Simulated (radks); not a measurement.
The numbers below are computed, except where a source is named.
Ag28+, 19 electrons, occupied as [Ar] 3d1. Level of theory: scalar-relativistic Kohn-Sham, PBE, spin-polarised, spherical densities, finite nucleus; open shells are filled with parallel spins first (spin-orbit coupling, left out, can overturn this in heavy ions); Fermi nuclear charge, rms radius 4.5454 fm (a radial shooting solver on a logarithmic mesh with Libxc functionals). Some entries of the table are withheld. Estimate them.

orbital  occ.  eigenvalue (eV)  r(max) (bohr)  <1/r> (bohr^-1)
1s up       1        -26647.62        0.02016            49.43
1s down     1        -26647.59        0.02016            49.43
2s up       1        -5027.916         0.1136            11.32
2s down     1        -5024.561         0.1136            11.32
2p up       3        -4651.560        0.09087            10.91
2p down     3        -4649.058        0.09084            10.92
3s up       1        -1779.560         0.3149            4.382
3s down     1        -1775.807         0.3151            4.375
3p up       3        -1658.212            (1)            4.225
3p down     3        -1654.275            (2)            4.217
3d up       1        -1494.163         0.2461            4.038
3d down     0        -1489.217         0.2465            4.033
4s up       0        -888.5681         0.6526            2.228
4s down     0        -887.2469         0.6533            2.225
4p up       0        -840.1356         0.6569            2.157
4p down     0        -838.7856         0.6576            2.154

Answer. 
(1) 3p up r(max) (bohr): 0.3045
(2) 3p down r(max) (bohr): 0.3047
